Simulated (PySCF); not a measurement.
Atom-mapped SMILES (the numbers label the heavy atoms): `[NH2:1][c:2]1[cH:3][cH:4][cH:5][cH:6][c:7]1[F:8]`; H(Xn) means a hydrogen on atom n.

How the numbers were obtained: geometry from PBE0-D3(BJ)/def2-SVP, shieldings: GIAO PBE0/pcSseg-1, J couplings at B3LYP/pcJ-1 (spin–dipole term only in couplings to heteroatoms), in PySCF (a single conformation, rapidly exchanging positions averaged, no relativistic terms, gas phase).

Problem. Predict the 2D correlation tables (HSQC, COSY, HMBC).

Solution. 

HSQC (one-bond C–H):
```csv
δH,δC,"¹J(C,H) (Hz)"
7.05 (H(C6)),120.2 (C6),167
7.02 (H(C4)),129.7 (C4),167
6.67 (H(C5)),121.2 (C5),171
6.67 (H(C3)),118.2 (C3),164
```

COSY cross peaks (|J| ≥ 2 Hz):
```csv
δH,δH,abs. J (Hz),bonds
7.05 (H(C6)),6.67 (H(C5)),9.0,3
7.02 (H(C4)),6.67 (H(C5)),8.3,3
7.02 (H(C4)),6.67 (H(C3)),8.7,3
```

HMBC (two and three bonds, |J| ≥ 2.5 Hz):
```csv
δH,δC [abs. J in Hz]
7.05 (H(C6)),"156.9 (C7) [5.1], 140.1 (C2) [5.5], 129.7 (C4) [9.0]"
7.02 (H(C4)),"140.1 (C2) [9.6], 120.2 (C6) [9.2]"
6.67 (H(C5)),"156.9 (C7) [11.5], 118.2 (C3) [9.4]"
6.67 (H(C3)),"156.9 (C7) [9.3], 121.2 (C5) [9.3]"
```

Chemical shifts δ = σref − σ; ¹H (σ = 31.27 ppm), ¹³C (σ = 184.41 ppm) against TMS, all at this level.

The OH or NH signal is concentration- and solvent-dependent in practice; the value given is the gas-phase one. Common functionals overestimate the size of one-bond C–F couplings by tens of Hz; these are unscaled. Unscaled 3J(H,H) at this level run about 9 % above measured values. Shifts are as computed. Against solution values, carbons near 30 ppm lie about +2 ppm off and those near 130 ppm about +4 ppm. Of 246 compounds with measured shifts, 49 miss one by over three times the rms of a fit or turn the order of signals round; such compounds aren't used in these exercises.
